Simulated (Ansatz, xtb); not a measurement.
Two isomers of C4H7BSi

We compare a, `[SiH3]C1=CBC=C1`, a singlet, with b, `[SiH3]B1C=CC=C1`, a singlet. Both are isolated molecules in the gas phase, relaxed with PBE0-D3(BJ)/def2-SVP.

a (Å):

```yaml
atoms:
  - { symbol: C, position_ang: [-0.5733, 0.7130, -1.0140] }
  - { symbol: C, position_ang: [0.5959, 1.3656, -1.2016] }
  - { symbol: C, position_ang: [0.3335, 0.6903, 1.1952] }
  - { symbol: C, position_ang: [-0.7171, 0.3105, 0.4458] }
  - { symbol: B, position_ang: [1.3197, 1.4259, 0.2111] }
  - { symbol: Si, position_ang: [-1.8542, 0.3396, -2.3295] }
  - { symbol: H, position_ang: [-3.1664, 0.9599, -1.9641] }
  - { symbol: H, position_ang: [-2.0697, -1.1376, -2.4361] }
  - { symbol: H, position_ang: [-1.3909, 0.8774, -3.6418] }
  - { symbol: H, position_ang: [0.9178, 1.7509, -2.1719] }
  - { symbol: H, position_ang: [2.3883, 1.9258, 0.4678] }
  - { symbol: H, position_ang: [0.4133, 0.4913, 2.2652] }
  - { symbol: H, position_ang: [-1.6000, -0.2310, 0.8046] }
```

b (Å):

```yaml
atoms:
  - { symbol: C, position_ang: [0.7419, 1.4346, -1.0378] }
  - { symbol: C, position_ang: [1.2866, 1.3181, 0.1867] }
  - { symbol: C, position_ang: [0.3616, 0.6115, 1.1466] }
  - { symbol: C, position_ang: [-0.7958, 0.2600, 0.5578] }
  - { symbol: B, position_ang: [-0.6805, 0.7378, -0.9505] }
  - { symbol: Si, position_ang: [-1.9922, 0.4180, -2.4485] }
  - { symbol: H, position_ang: [-3.4120, 0.3293, -1.9793] }
  - { symbol: H, position_ang: [-1.6493, -0.9037, -3.0766] }
  - { symbol: H, position_ang: [-1.9188, 1.4534, -3.5285] }
  - { symbol: H, position_ang: [1.2425, 1.9126, -1.8814] }
  - { symbol: H, position_ang: [2.2752, 1.6755, 0.4949] }
  - { symbol: H, position_ang: [0.6422, 0.4280, 2.1895] }
  - { symbol: H, position_ang: [-1.6041, -0.2618, 1.0725] }
```

Quicker runs give these differences E(b) − E(a): GFN2-xTB +8.8 kcal/mol; HF/STO-3G +9.0 kcal/mol (at GFN2-xTB geometries); r2SCAN-D4/def2-SVP +2.7 kcal/mol (at GFN2-xTB geometries).

Q: Estimate E(b) − E(a) at the level CCSD(T)/def2-SVP + ΔMP2/def2-TZVPP.

A: Calculated at CCSD(T)/def2-SVP + ΔMP2/def2-TZVPP: E(b) − E(a) = +3.7 kcal/mol, so structure a lies lower.

Level by level:

| level | geometry | E(b) − E(a) (kcal/mol) | departure from the last row (kcal/mol) | job, with rough time for the two |
| --- | --- | --- | --- | --- |
| GFN2-xTB | GFN2-xTB | +8.8 | +5.1 | optimisation, 0.38 s |
| HF/STO-3G | GFN2-xTB | +9.0 | +5.4 | single point, 0.66 s |
| r2SCAN-D4/def2-SVP | GFN2-xTB | +2.7 | −1.0 | single point, 4.7 s |
| PBE0-D3(BJ)/def2-SVP | PBE0-D3(BJ)/def2-SVP | +1.5 | −2.2 | optimisation, 1.7 min |
| HF/def2-SVP | PBE0-D3(BJ)/def2-SVP | +4.6 | +0.9 | part of the CCSD(T) run |
| MP2/def2-SVP | PBE0-D3(BJ)/def2-SVP | +4.2 | +0.6 | part of the CCSD(T) run |
| CCSD(T)/def2-SVP | PBE0-D3(BJ)/def2-SVP | +2.7 | −1.0 | single point |
| CCSD(T)/def2-SVP + ΔMP2/def2-TZVPP | PBE0-D3(BJ)/def2-SVP | +3.7 |  | single point, 58 s |

As drawn, b has 1 B–Si, 1 C–H in place of 1 C–Si, 1 B–H.

None of the levels shown reverses the order. The largest departure from CCSD(T)/def2-SVP + ΔMP2/def2-TZVPP is that of HF/STO-3G, 5.4 kcal/mol. A small imaginary or near-zero mode remains, so no thermal terms are given. The last row adds to CCSD(T) the change of the MP2 difference between the two basis sets, here +1.0 kcal/mol.

The correlated steps freeze 10 core orbitals. Run with Ansatz 0.2.0, xtb 6.7.1; the last row on 2 threads of Intel(R) Xeon(R) Platinum 8259CL CPU @ 2.50GHz (Skylake/Cascade Lake) on a shared host.
